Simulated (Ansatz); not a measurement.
H$_{2}$B$_{3}$O$_{3}$, doublet, geometry from GFN2-xTB; PBE0/aug-cc-pVDZ in Ansatz (a program for electronic structure).

Input for Ansatz:
Ansatz 0.2 input:
```yaml
crystal:
  periodic: [false, false, false]
  atoms:
    - {symbol: B, position_ang: [0.84764447, 1.05869636, -0.44322339]}
    - {symbol: O, position_ang: [1.37682875, -0.15179262, -0.10627797]}
    - {symbol: B, position_ang: [0.57274001, -1.16265845, 0.31632496]}
    - {symbol: O, position_ang: [-0.76697225, -0.95793786, 0.40104083]}
    - {symbol: B, position_ang: [-1.31023903, 0.24153226, 0.06930465]}
    - {symbol: O, position_ang: [-0.49956289, 1.24748569, -0.35243410]}
    - {symbol: H, position_ang: [1.03254502, -2.19928698, 0.60412444]}
    - {symbol: H, position_ang: [-2.46562116, 0.40939446, 0.14521434]}
basis:
  gaussian:
    orbitals: aug-cc-pVDZ
    final_grid: {core_spheres: 4, valence_spheres: 8, degree: 17}
hamiltonian:
  xc: pbe0
magnetization: {spin_polarized: true, initial_magnetization: 1}
```

Q: Predict the main parts of the log of this Ansatz run.

A: 
```
Functional definition: PBE0
1241 factors; their error is unknown
mean field evaluation 1: about -8190.0772 eV, gradient 5.1e1 eV
mean field evaluation 2: about -8178.8008 eV, gradient 7.5e1 eV
mean field evaluation 4: about -8199.0468 eV, gradient 1.1e0 eV
mean field evaluation 8: about -8199.0655 eV, gradient 3.4e-2 eV
mean field evaluation 16: about -8199.0743 eV, gradient 5.3e-5 eV
mean field -8199.07434247 eV, -301.3104245534 hartree, gradient 1.2e-5 eV, S^2 0.752232; 0 other end points of the search recorded, 0 dependent functions left out
reference -8199.07439713 eV, -301.3104265621 hartree; 21, 20 occupied and 135, 136 virtual orbitals, 1241 factors
Total energy: -8199.07439713 eV, -301.3104265621 hartree
```
